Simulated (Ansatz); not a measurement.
Mulliken charges of `O[B](O)[SbH2]` from r2SCAN/def2-TZVPP in Ansatz (PBE0-D4/def2-TZVP geometry).

```json
{"atom": "O1", "x (Å)": "-0.013", "y (Å)": "1.363", "z (Å)": "-0.753", "charge (e)": "-0.300"}
{"atom": "B2", "x (Å)": "-0.019", "y (Å)": "0.362", "z (Å)": "0.168", "charge (e)": "0.204"}
{"atom": "O3", "x (Å)": "0.611", "y (Å)": "0.408", "z (Å)": "1.372", "charge (e)": "-0.300"}
{"atom": "Sb4", "x (Å)": "-1.279", "y (Å)": "-1.460", "z (Å)": "-0.281", "charge (e)": "0.245"}
{"atom": "H5", "x (Å)": "0.488", "y (Å)": "2.150", "z (Å)": "-0.515", "charge (e)": "0.178"}
{"atom": "H6", "x (Å)": "1.098", "y (Å)": "1.217", "z (Å)": "1.560", "charge (e)": "0.178"}
{"atom": "H7", "x (Å)": "-0.716", "y (Å)": "-1.562", "z (Å)": "-1.887", "charge (e)": "-0.102"}
{"atom": "H8", "x (Å)": "-0.080", "y (Å)": "-2.535", "z (Å)": "0.281", "charge (e)": "-0.102"}
```

Task: By hand: the dipole of these point charges (1 e Å = 4.8032 D).

Result: Σ q r = (-0.133, 0.202, 0.130) e Å, of length 0.275 e Å = 1.32 D.

Task: How does the dipole of the full density compare? (Best estimate.)

Result: Computed: (0.343, 0.612, 0.174) e Å, 3.47 D; the point charges give 0.38 times that, at 60° from its direction.

Point charges leave out the atoms' own dipoles, such as those of lone pairs, and Mulliken's split depends on the basis, so the two needn't agree.
